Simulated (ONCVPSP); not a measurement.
**Logarithmic derivatives: Rb, ONCV**

```
Element                 : rubidium (Rb)
Generator               : ONCVPSP 4.0.1
Type                    : optimised norm-conserving Vanderbilt (ONCV)
Functional              : PBE
Relativity              : fully relativistic
Frozen core             : [Ar] 3d10
Valence charge          : 9
Reference configuration : 4s2 4p6 5s0.5 5p0.5
Partial waves           : 4s+5s: rc 2.85 bohr, ncon 4, nbas 8, qcut 4.9 1/bohr, 2 projectors; 4p+5p: rc 2.40 bohr, ncon 4, nbas 7, qcut 5.3 1/bohr, 2 projectors; d scattering state at 0.23 Ha: rc 2.40 bohr, ncon 4, nbas 8, qcut 3.4 1/bohr, 2 projectors, debl 1.3 Ha; f scattering state at 0.38 Ha: rc 3.05 bohr, ncon 5, nbas 10, qcut 3.2 1/bohr, 2 projectors, debl 0.7 Ha
Local potential         : polynomial inside 2.20 bohr (lpopt 5, dvloc0 0 Ha)
Core correction         : Teter function, fcfact 4, rcfact 1.6
```

Open shells are filled in proportion to 2j + 1.

The phase is arctan(r·R′/R) of the radial function R(r), unwrapped; energies in Ha, scanned from -3 to 5 Ha. A pole is an energy at which the radial function vanishes at the test radius. The pseudo phase is shifted by a multiple of π to meet the all-electron one at the reference energy, and phase errors are pseudo minus all-electron; the curves can meet again beyond the range given. Levels narrower than the energy grid can be missing from the lists of poles.

Problem. For each channel, where are the poles, and over which energies does the pseudopotential scatter like the atom?

Solution.

```csv
channel,radius (bohr),reference energy (Ha),"poles, all-electron","poles, pseudo",unbroken range about the reference energy with phases within 0.05 rad,phase error 1 Ha above the reference energy (rad)
s,2.90,-0.10,"-1.15, 1.59","-1.15, 1.60, 4.58",below 2.8,+0.001
p3/2,2.43,-0.04,"-0.26, 3.69","-0.26, 3.56",below 4.7,-0.003
p1/2,2.43,-0.04,"-0.31, 3.60","-0.31, 3.49",below 4.7,-0.003
d5/2,2.43,0.23,"0.95, 4.81","0.95, 4.62",the whole range,-0.000
d3/2,2.43,0.23,"0.94, 4.79","0.94, 4.64",the whole range,-0.000
f7/2,3.09,0.38,"1.38, 3.54","1.38, 3.50",below 2.1,-0.000
f5/2,3.09,0.38,"1.38, 3.54","1.38, 3.50",below 2.1,-0.000
```

Phases in the f5/2 channel:

```json
{"E (Ha)": "-2.98", "all-electron": "1.428", "pseudo": "1.428"}
{"E (Ha)": "-2.54", "all-electron": "1.416", "pseudo": "1.416"}
{"E (Ha)": "-2.10", "all-electron": "1.400", "pseudo": "1.400"}
{"E (Ha)": "-1.66", "all-electron": "1.380", "pseudo": "1.380"}
{"E (Ha)": "-1.22", "all-electron": "1.350", "pseudo": "1.350"}
{"E (Ha)": "-0.78", "all-electron": "1.303", "pseudo": "1.303"}
{"E (Ha)": "-0.34", "all-electron": "1.214", "pseudo": "1.214"}
{"E (Ha)": "0.10", "all-electron": "0.968", "pseudo": "0.968"}
{"E (Ha)": "0.54", "all-electron": "-0.356", "pseudo": "-0.356"}
{"E (Ha)": "0.98", "all-electron": "-1.350", "pseudo": "-1.350"}
{"E (Ha)": "1.42", "all-electron": "-1.586", "pseudo": "-1.586"}
{"E (Ha)": "1.86", "all-electron": "-1.826", "pseudo": "-1.831"}
{"E (Ha)": "2.30", "all-electron": "-3.801", "pseudo": "-3.880"}
{"E (Ha)": "2.74", "all-electron": "-4.531", "pseudo": "-4.543"}
{"E (Ha)": "3.18", "all-electron": "-4.654", "pseudo": "-4.661"}
{"E (Ha)": "3.62", "all-electron": "-4.724", "pseudo": "-4.729"}
{"E (Ha)": "4.06", "all-electron": "-4.797", "pseudo": "-4.797"}
{"E (Ha)": "4.50", "all-electron": "-4.954", "pseudo": "-4.914"}
{"E (Ha)": "4.94", "all-electron": "-6.640", "pseudo": "-5.429"}
```
